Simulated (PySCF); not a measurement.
# What a mistake does to a calculation on CGeH5O

Calculated results; nothing here was measured. The program is PySCF 2.14.0, an open-source quantum chemistry code, run on an isolated molecule that a program drew, which may never have been made. The molecule is CGeH5O (charge 0, doublet), drawn as the SMILES string `O[CH][GeH3]`.

Each row is a Hartree-Fock (HF) and frozen-core CCSD(T) single point in the cc-pVDZ basis, meant for a local HF minimum. Run 1 is clean. Each other run has one planted mistake out of seven kinds, and not every kind appears here: one electron removed, one electron added, multiplicity raised by two, geometry at a saddle point, minimal basis STO-3G, one bond length entered in bohr, all coordinates scaled. The reference is restricted for singlets and unrestricted otherwise, and also for a bond in bohr. Adding or removing an electron swaps singlet and doublet. Electrons count all cores. HOMO and LUMO are orbital energies over both spins, the gradient is its largest component, and the lowest frequency (negative if imaginary) is given only where the gradient is small. Bond lengths are over the 7 bonds as drawn. T1 is the CCSD diagnostic: over 0.02 (restricted) or 0.045 (unrestricted) a single reference is doubtful. Germanium has the cc-pVDZ-PP basis, with a core potential (ECP10MDF) in place of its 10 inner electrons, and its 3s, 3p and 3d shells are frozen in CCSD(T).

Geometry of the clean run:
```xyz
8
CGeH5O, angstrom
O     1.8461    2.6709    0.5419
C     2.4043    1.7151    1.3345
Ge    3.1460    0.0654    0.6277
H     2.2045    2.6296   -0.3322
H     2.0691    1.8120    2.3611
H     3.8447    0.3964   -0.7000
H     4.1564   -0.4978    1.6280
H     2.0727   -0.9975    0.3497
```

```
run  electrons  basis functions  <S^2>  HOMO (eV)  LUMO (eV)  gradient (hartree/bohr)  lowest frequency (cm^-1)  mean bond (Å)  longest bond (Å)      T1  HF (hartree)  CCSD(T) (hartree)                 mistake
  1         51               76  0.763      -8.89       3.26                  4.9e-06                       101         1.4193             1.942  0.0167    -408.95691         -409.41500                no fault
  2         51               76  0.770      -9.41       2.89                  6.4e-02                         -         1.5300             2.093  0.0195    -408.92009         -409.39042  all coordinates scaled
  3         52               76  0.000       0.60       9.25                  6.6e-02                         -         1.4193             1.942  0.0162    -408.87284         -409.36694      one electron added
  4         50               76  0.000     -18.25      -5.64                  8.5e-02                         -         1.4193             1.942  0.0245    -408.69175         -409.15195    one electron removed
  5         51               76  3.763      -2.98      -2.68                  1.8e-01                         -         1.4193             1.942  0.0517    -408.66125         -409.12344                       ?
  6         51               76  1.581      -9.01       1.16                  7.9e-03                         -         1.6146             2.903  0.0465    -408.85406         -409.30162                       ?
```

**Which mistake was planted in run 5, and what did it cost?**

Electrons, basis and geometry are unchanged, and <S^2> is 3.763, beside S(S+1) = 3.75 for a multiplicity of 4. So the mistake is: multiplicity raised by two. Subtracting run 1 and multiplying by 627.51 kcal/mol a hartree, the energy moved by 185.5 kcal/mol in HF and 183.0 kcal/mol in CCSD(T).

**Which mistake was planted in run 6, and what did it cost?**

The mean bond changes by a factor of 1.138 and the longest by 1.495, so the molecule wasn't scaled as a whole. A length L in bohr read as angstrom grows by (1/0.5292 - 1) L = 0.890 L. The 7 bonds together grew by 7 x 0.1953 = 1.367 Å, which gives L = 1.537 Å. That is the length of one of the Ge-H bonds, 1.536 Å in the clean geometry. So the mistake is: one bond length entered in bohr. Subtracting run 1 and multiplying by 627.51 kcal/mol a hartree, the energy moved by 64.5 kcal/mol in HF and 71.1 kcal/mol in CCSD(T).

Cautions from the logs. Run 3: the HOMO is above zero, so the electron isn't bound and the energy depends on the basis; run 4: T1 is over the limit, so its CCSD(T) energy is less reliable; run 5: T1 is over the limit, so its CCSD(T) energy is less reliable; run 6: T1 is over the limit, so its CCSD(T) energy is less reliable.
